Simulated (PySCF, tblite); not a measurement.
Isomers of C6H5FN (doublet state), one GFN2-xTB conformer each. Single-point energies are computed at B3LYP/pcH-1 (PySCF, gas phase, no added dispersion term), electronic only. GFN2-xTB treats the open shell by occupation alone, and not every SCF solution was tested for stability.

```tsv
SMILES	GFN2-xTB relative energy (kJ/mol)
[H]/[C]=C\C(C)=C(/F)C#N	161.9
[H]/[C]=C/c1cc(F)c[nH]1	0.0
```

Conformers: `[H]/[C:1]=[CH:2]\[C:3]([CH3:4])=[C:5](/[F:6])[C:7]#[N:8]` (doublet state) with C1–C2–C3–C4 0°; `[H]/[C:1]=[CH:2]/[c:3]1[cH:4][c:5]([F:6])[cH:7][nH:8]1` (doublet state) with C1–C2–C3–C4 180°.

Question: What does B3LYP/pcH-1 give for the same structures?

Answer: 
| SMILES | B3LYP/pcH-1 E (Eh) | B3LYP/pcH-1 (kJ/mol) | GFN2-xTB (kJ/mol) | point group |
| --- | --- | --- | --- | --- |
| [H]/[C]=C/c1cc(F)c[nH]1 | -386.14185 | 0.0 | 0.0 | Cs |
| [H]/[C]=C\C(C)=C(/F)C#N | -386.12139 | 53.7 | 161.9 | Cs |

Both levels put the same isomer lowest. As drawn, the lower has an N–H bond, which the higher lacks.

Question: What happens when harmonic zero-point energies from GFN2-xTB frequencies are added?

Answer: 
```tsv
SMILES	ZPE (kJ/mol)	electronic (kJ/mol)	with ZPE (kJ/mol)
[H]/[C]=C/c1cc(F)c[nH]1	237.5	0.0	0.0
[H]/[C]=C\C(C)=C(/F)C#N	230.6	53.7	46.8
```

The zero-point energies span 6.9 kJ/mol. The order is unchanged.

Question: As an exercise, what shares would exp(−E/RT) give at 2000 K from these electronic energies alone (no entropy, no degeneracies)?

Answer: RT = 16.629 kJ/mol: [H]/[C]=C/c1cc(F)c[nH]1 96.2 %, [H]/[C]=C\C(C)=C(/F)C#N 3.8 %.
